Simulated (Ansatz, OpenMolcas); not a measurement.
How basis sets differ on Si4H10 (SMILES [SiH3][SiH]([SiH3])[SiH3])

Si4H10: 14 atoms, total charge 0, spin state singlet. SMILES: `[SiH3][SiH]([SiH3])[SiH3]`. Geometry: relaxed at PBE0-D4/def2-TZVP.

Each level gives the HOMO–LUMO gap (eV). The values are calculated.

```tsv
level	kind	program	value (eV)	CPU time
HF/ANO-R0 (sfX2C)	Hartree–Fock	OpenMolcas	14.31	3.9 s
HF/ANO-RCC-MB (DKH2)	Hartree–Fock	OpenMolcas	15.26	3.4 s
HF/STO-3G	Hartree–Fock	Ansatz	17.79	0.49 s
HF/3-21G	Hartree–Fock	OpenMolcas	13.63	5.8 s
HF/ANO-S-VDZ (RICD fitting)	Hartree–Fock	OpenMolcas	12.93	4 s
HF/6-31G* (spherical functions)	Hartree–Fock	OpenMolcas	13.63	20 s
```

The values span 12.93 to 17.79 eV. A Hartree–Fock LUMO above zero doesn't converge with the basis: it sinks as sets grow more diffuse. Orbital gaps aren't excitation energies. Times are those of the runs behind each value, whatever else they computed, on shared processors of several kinds: orders of magnitude only.
